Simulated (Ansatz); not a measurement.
Cd2Se2⁺, that is (CdSe)2 ring with one electron fewer, relaxed as a doublet with UKS r2SCAN-D4/def2-SVP in Ansatz, starting from the r2SCAN-D4/def2-SVP geometry of the neutral singlet. Force threshold 0.02 eV/Å.

In the def2 sets Cd takes a core potential; there is no spin–orbit coupling.

Start:

Cartesian coordinates in Å:
```
Cd -0.436 1.071 -0.786
Se 1.792 1.082 0.480
Cd 0.436 -1.071 0.785
Se -1.793 -1.082 -0.479
```

Task: Estimate the energy that the relaxation releases and the steps that it takes.

Result: 3.6 kJ/mol, in 4 steps; 20 s on 4 threads of Arm Neoverse V1 on a shared host. No frequencies were taken in this run, so the end may be a saddle point.

Task: Does the start keep its bonding and symmetry?

Result: By distances, no bond broke or formed. The bond that changes most is Cd3–Se4, from 2.56 to 2.58 Å (atoms count from 1). Point group D2h at the start, D2h at the end, both within 0.05 Å.

Task: Predict the relaxed structure.

Result: 
```xyz
4

Cd   -0.458    1.125   -0.825
Se    1.770    1.068    0.474
Cd    0.458   -1.125    0.825
Se   -1.770   -1.068   -0.474
```
Bond lengths (bridged metal pairs left out): 4 × Cd–Se 2.58 Å.
